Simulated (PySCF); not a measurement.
PBE0 on S⁻ (sulfur, charge -1), [Ne] 3s2 3p5, 2P determinant. All numbers are calculated (PySCF 2.14, the spin-free X2C one-electron Hamiltonian (Gaussian nucleus), in dyall-av3z).

```
cycle= 1 E= -399.153884169929  delta_E= -0.00863  |g|= 0.0185  |ddm|= 0.0982
cycle= 2 E= -399.154017597709  delta_E= -0.000133  |g|= 0.0151  |ddm|= 0.0319
cycle= 3 E= -399.154159798138  delta_E= -0.000142  |g|= 0.00448  |ddm|= 0.0177
cycle= 4 E= -399.154172889443  delta_E= -1.31e-05  |g|= 0.000955  |ddm|= 0.00428
cycle= 5 E= -399.154174333529  delta_E= -1.44e-06  |g|= 0.000206  |ddm|= 0.00201
cycle= 6 E= -399.154174456178  delta_E= -1.23e-07  |g|= 4.33e-05  |ddm|= 0.000731
cycle= 7 E= -399.154174462022  delta_E= -5.84e-09  |g|= 2.87e-06  |ddm|= 0.00019
cycle= 8 E= -399.154174462037  delta_E= -1.5e-11  |g|= 4.46e-07  |ddm|= 7.5e-06
converged SCF energy = -399.154174462037  <S^2> = 0.75572819  2S+1 = 2.00572
```

Highest occupied orbital energy: 0.126 eV; ⟨L²⟩ = 2.03; populations by l: s 6.00, p 11.00, d 0.00, f 0.00.

(1) Can this result be used?

## Answers

(1) With care. The calculation finished and met its thresholds. At PBE0 the highest occupied level has a positive energy, so only the finite basis holds that electron; in a semilocal or global hybrid functional this comes from self-interaction and does not mean that the real anion is unbound.
